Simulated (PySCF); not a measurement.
# Computed spin Hamiltonian

C₇H₈N (doublet state).
SMILES with atom numbers: `[NH2:1][CH2:2][C:3]1=[CH:4][C@@H:5]2[CH:6]=[CH:7][C:8]12` (hydrogens: H9, H10 on N1; H11, H12 on C2; H13 on C4; H14 on C5; H15 on C6; H16 on C7)

Geometry (GFN2-xTB, Å), atoms numbered from 1 in this order:
```xyz
16
C7H8N angstrom
N      2.206    0.101    1.064
C      1.795   -0.796   -0.011
C      0.375   -0.597   -0.425
C     -0.253   -0.084   -1.511
C     -1.638   -0.151   -0.896
C     -2.076    0.956    0.045
C     -1.426    0.442    1.114
C     -0.872   -0.655    0.338
H      1.616   -0.047    1.876
H      2.087    1.067    0.772
H      2.453   -0.626   -0.867
H      1.942   -1.821    0.344
H      0.090    0.322   -2.444
H     -2.402   -0.721   -1.410
H     -2.625    1.861   -0.131
H     -1.280    0.757    2.130
```

The hyperfine couplings belong to this conformer and change with its torsions.

Level of theory: PySCF 2.14.0, UKS B3LYP, pcH-1 on C H N, non-relativistic, mean-field spin-orbit, GIAO. One conformer (not necessarily the lowest) at the GFN2-xTB geometry, without solvent, vibrations or thermal averaging. A GFN2-xTB geometry isn't a minimum of the functional, and hyperfine couplings can be far from their values at a DFT geometry. Stability of the SCF solution: not tested.

| Quantity | Value |
| --- | --- |
| g1, g2, g3 | 2.00234, 2.00267, 2.00283 |
| g_iso | 2.00261 |
| Form of g | rhombic: the two nearest values differ by 31 % of g3 − g1 |
| ⟨S²⟩ | 0.7723 (exact 0.7500) |
| α and β electrons | 29, 28 |

Hyperfine couplings atom by atom, in MHz; T1 to T3 are the principal values of the dipolar part; ρ(0) is the spin density at the nucleus:

```tsv
atom	isotope	a_iso	T1	T2	T3	Mulliken spin population	ρ(0) (bohr⁻³)
N1	14N	-0.2	-0.4	0.1	0.3	0.00	-0.0005
C2	13C	3.2	-0.7	-0.4	1.2	0.01	0.0029
C3	13C	-18.9	-20.5	6.0	14.4	-0.14	-0.0168
C4	13C	31.2	-19.9	-18.3	38.2	0.28	0.0277
C5	13C	-25.1	-2.6	-1.1	3.7	-0.05	-0.0223
C6	13C	33.8	-21.9	-20.3	42.2	0.30	0.0301
C7	13C	-23.2	-22.2	7.1	15.1	-0.15	-0.0206
C8	13C	245.9	-60.0	-56.0	115.9	0.76	0.2187
H9	1H	0.5	-2.3	-1.4	3.7	0.00	0.0001
H10	1H	0.5	-1.5	-0.9	2.4	0.00	0.0001
H11	1H	-2.3	-1.5	-0.9	2.3	0.00	-0.0005
H12	1H	-6.5	-2.0	-1.5	3.5	0.00	-0.0015
H13	1H	2.9	-10.9	-1.3	12.3	0.00	0.0007
H14	1H	11.6	-2.6	-2.5	5.1	0.01	0.0026
H15	1H	0.1	-11.8	-1.3	13.2	0.00	0.0000
H16	1H	8.8	-4.8	-0.9	5.7	0.00	0.0020
```

Largest spin populations (Mulliken): C8 (+0.76), C6 (+0.30), C4 (+0.28) and C7 (-0.15). Three atoms exceed +0.15. The positive populations add up to 1.35 and the negative ones to -0.35, together 2S = 1. The angles at C8 add up to 304.1°, so it is pyramidal.

Under fast tumbling the dipolar parts average out, and these isotropic splittings remain: 1 × 1H (H14, I = 1/2, 2 lines) with 0.41 mT, 1 × 1H (H16, I = 1/2, 2 lines) with 0.31 mT, 1 × 1H (H12, I = 1/2, 2 lines) with 0.23 mT, 1 × 1H (H13, I = 1/2, 2 lines) with 0.10 mT and 1 × 1H (H11, I = 1/2, 2 lines) with 0.08 mT.

The 13C coupling of C8 (245.9 MHz) shows only in satellite lines or after enrichment, since that isotope makes up about 1.07 % of natural carbon.
